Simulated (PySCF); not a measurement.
Isomers of C8H8O4, one GFN2-xTB conformer each. Single-point energies are computed at PBE0/pcSseg-1 (PySCF, gas phase, no added dispersion term), electronic only.

Question: Rank them by PBE0/pcSseg-1 energy, lowest first (kcal/mol).
A. `[CH3:1][O:2][C:3]1=[C:4]([CH:5]2[CH2:6][CH2:7]2)[C:8](=[O:9])[O:10][C:11]1=[O:12]` with C1–O2–C3–C4 -179°, C3–C4–C5–C6 144°
B. `[CH2:1]=[C:2]([CH2:3][O:4][CH3:5])[C:6]1=[CH:7][C:8](=[O:9])[O:10][C:11]1=[O:12]` with C1–C2–C3–O4 -120°, C2–C3–O4–C5 179°, C1–C2–C6–C7 174°
C. `[CH2:1]=[CH:2][C@@H:3]1[O:4][C:5](=[O:6])[C:7](=[O:8])[O:9][C@H:10]1[CH:11]=[CH2:12]` with C1–C2–C3–O4 133°, O9–C10–C11–C12 7°, C2–C3–O4–C5 -85°, C3–O4–C5–O6 -175°, O4–C5–C7–O8 149°, C5–C7–O9–C10 4°

Answer: A (0.0), B (2.6), C (19.1).

As drawn, the lowest has a three-membered ring, which the highest lacks. GFN2-xTB itself gives, in the same order: 0.0, 14.1, 28.7. Both levels put the same isomer lowest; measured from each level's own lowest isomer, the values differ by up to 11.5 kcal/mol (C=C(COC)C1=CC(=O)OC1=O: 14.1 against 2.6).

Q: Which frontier levels, dipoles and rotational constants go with these structures?

A: 
| SMILES | HOMO (eV, PBE0/pcSseg-1) | LUMO (eV) | dipole (D) | A, B, C (MHz) |
| --- | --- | --- | --- | --- |
| COC1=C(C2CC2)C(=O)OC1=O | -7.24 | -2.70 | 4.48 | 1567, 763.2, 536.4 |
| C=C(COC)C1=CC(=O)OC1=O | -7.98 | -3.16 | 6.18 | 1389, 681.6, 469.0 |
| C=C[C@@H]1OC(=O)C(=O)O[C@H]1C=C | -7.99 | -1.80 | 6.11 | 1219, 992.3, 845.1 |
